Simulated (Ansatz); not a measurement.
Ansatz (a program for electronic structure) input (RPA@PBE/def2-QZVPP):
A basis named .json is the Basis Set Exchange file of that set.

Ansatz 0.2 input:
```yaml
crystal:
  periodic: [false, false, false]
  atoms:
    - {symbol: Cl, position_ang: [-0.65628689, 2.21932928, 0.02609359]}
    - {symbol: In, position_ang: [0.00000000, 0.00000000, 0.00000000]}
    - {symbol: Cl, position_ang: [-1.59355492, -1.67835778, 0.02266581]}
    - {symbol: Cl, position_ang: [2.24984181, -0.54097151, -0.04875940]}
basis:
  gaussian:
    orbitals: def2-QZVPP.json
hamiltonian:
  xc: pbe
magnetization: {spin_polarized: false}
correlation: {method: rpa, electrons: outside_noble_gas}
```

Output:

```
Functional definition: PBE
integrals: 0.78 GiB planned
1772 factors; integrals over basis functions are off by at most 8.9e-4 eV
0.38 GiB of the device are held for the grids
2.66 GiB of device memory are held for the factors and their scratch space
mean field: 2.46 GiB planned
mean field evaluation 1: about -42730.8336 eV, gradient 3.1e1 eV
mean field evaluation 2: about -42730.8282 eV, gradient 3.1e1 eV
mean field evaluation 4: about -42732.9982 eV, gradient 8.6e0 eV
mean field evaluation 8: about -42733.1692 eV, gradient 1.4e-1 eV
mean field evaluation 16: about -42733.1692 eV, gradient 3.2e-5 eV
mean field -42733.16920328 eV, -1570.4150026382 hartree, gradient 4.0e-7 eV, S^2 0.000000; 0 other end points of the search recorded, 0 dependent functions left out
24 core orbitals not correlated
reference -42664.50601107 eV, -1567.8916768658 hartree; 12, 12 occupied and 256, 256 virtual orbitals, 1772 factors
Total energy: -42695.80202014 eV, -1569.0417839862 hartree
```
